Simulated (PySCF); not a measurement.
O3S, SMILES O=S(=O)=O (connectivity only; charge and spin as stated), charge +1, multiplicity 2. Atoms are numbered in the order given.

```xyz
4

O      1.4189     0.0000     0.0000
S      0.0000     0.0000     0.0000
O     -0.7094    -1.2288     0.0000
O     -0.7094     1.2288     0.0000
```
Charge +1, spin multiplicity 2.

The structure is a stationary point at PBE0-D3(BJ)/def2-TZVP. The geometry has at least one imaginary mode, so it is a saddle point at that level. The multiplicity is an assumed one; other spin states were not compared.

Method: TDA-PBE/def2-SVPD run with PySCF.

Vertical excitations; the highest root listed may be one member of a degenerate set. Gas-phase values at a fixed geometry.

Computed excitation energies, oscillator strengths and character:
| state | energy (eV) | λ (nm) | f | main pairs |
|---|---|---|---|---|
| root 1 | 1.70 | 729 | 0.000 | β HOMO→LUMO, β HOMO−1→LUMO (degenerate set) |
| root 2 | 1.70 | 729 | 0.000 | β HOMO−1→LUMO, β HOMO→LUMO (degenerate set) |
| root 3 | 2.84 | 436 | 0.014 | β HOMO−3→LUMO, β HOMO−2→LUMO (degenerate set) |
| root 4 | 2.84 | 436 | 0.014 | β HOMO−2→LUMO, β HOMO−3→LUMO (degenerate set) |
| root 5 | 5.18 | 239 | 0.018 | β HOMO−4→LUMO (degenerate set) |
| root 6 | 5.18 | 239 | 0.018 | β HOMO−5→LUMO (degenerate set) |
| root 7 | 5.64 | 220 | 0.000 | α HOMO→LUMO 40 %, β HOMO−6→LUMO 60 % |
| root 8 | 5.91 | 210 | 0.000 | α HOMO−1→LUMO, β HOMO→LUMO+1 (degenerate set) |
| root 9 | 5.91 | 210 | 0.000 | α HOMO−2→LUMO, β HOMO−1→LUMO+1 (degenerate set) |
| root 10 | 6.03 | 206 | 0.000 | α HOMO→LUMO 60 %, β HOMO−6→LUMO 40 % |
Unrestricted roots are not spin-pure.
